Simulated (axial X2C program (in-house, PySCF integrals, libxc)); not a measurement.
Levels of ZrO⁺ by electron attachment to ZrO²⁺ (EOM-EA-CCSD)

Computed with an axial X2C code built on PySCF integrals: two-component X2C with atomic mean-field Coulomb and Gaunt terms, Gaussian nuclei, basis Zr dyall-acv3z, O dyall-av3z with contracted cores.

R = 1.674 Å (near the PBE0 minimum at charge 1 of the determinant lowest at the starting distance; the state shown can have its own minimum elsewhere).

Hartree–Fock spinors of ZrO²⁺ (one of each Kramers pair; a window near the gap, which can cut inner shells):

```csv
ω,occupied,ε (eV),character
1/2,yes,-26.83,"64% O p, 26% Zr d, 4% O s"
1/2,yes,-26.71,"67% O p, 24% Zr d, 4% Zr f"
3/2,yes,-26.68,"67% O p, 24% Zr d, 4% Zr f"
1/2,no,-12.64,"62% Zr s, 13% O p, 11% Zr d"
3/2,no,-12.53,97% Zr d
5/2,no,-12.47,97% Zr d
1/2,no,-10.96,"53% Zr d, 28% Zr p, 12% O p"
3/2,no,-10.89,"54% Zr d, 27% Zr p, 12% O p"
1/2,no,-9.60,"44% Zr p, 38% Zr d, 11% O p"
```

Levels of ZrO⁺ obtained by attaching an electron to ZrO²⁺:

| Ω | binding energy (eV) | above lowest (cm⁻¹) | attached spinor | one-particle weight |
| --- | --- | --- | --- | --- |
| 3/2 | 13.667 | 0 | 97% Zr dδ | 0.96 |
| 5/2 | 13.573 | 758 | 97% Zr dδ | 0.96 |
| 1/2 | 13.354 | 2520 | 62% Zr sσ, 13% O pσ, 11% Zr dσ | 0.98 |
| 1/2 | 11.543 | 17134 | 55% Zr dπ, 26% Zr pπ, 12% O pπ | 0.97 |
| 3/2 | 11.450 | 17881 | 55% Zr dπ, 25% Zr pπ, 13% O pπ | 0.97 |
| 1/2 | 10.018 | 29432 | 43% Zr pσ, 37% Zr dσ, 11% O pσ | 0.97 |
| 1/2 | 8.544 | 41322 | 54% Zr pπ, 18% O pπ, 14% Zr dπ | 0.98 |
| 3/2 | 8.464 | 41969 | 55% Zr pπ, 18% O pπ, 14% Zr dπ | 0.98 |
| 1/2 | 6.034 | 61565 | 47% Zr sσ, 19% Zr pσ, 14% Zr dσ | 0.99 |

Q: Take the first Ω = 1/2 and Ω = 3/2 rows of π character: how far apart are they, and which lies lower?

A: E(3/2) − E(1/2) = 17881 − 17134 = 747 cm⁻¹ at EOM-EA-CCSD: regular, Ω = 1/2 lower. Splittings at this level can be off by ten to twenty per cent.

This point took 21 s on 1 thread of Arm Neoverse V2, with other jobs on the host.

Reference electrons by ω block (each with its −ω partner): 1/2: 16, 3/2: 6, 5/2: 1. 16 electrons of ZrO²⁺ correlated (inner shells frozen), 88 natural virtual spinors (a truncated set); levels can be off by some tenths of an eV. Roots sought by Ω: (1/2: 5, 3/2: 4, 5/2: 2, 7/2: 1); the list ends where they run out and leaves out roots under 60 % one-particle weight. The solver can skip a root, and states that need a further excitation, which the method places far too high, are missing though they may lie low or lowest. T1 of the reference 0.029 (Lee–Taylor). The reference was not checked to be the lowest state of its species. Number of frozen shells: Zr 3 s, 2 p, 1 d; O 1 s. Large amplitudes in the reference (orbital relaxation or multireference character) lower the reliability.
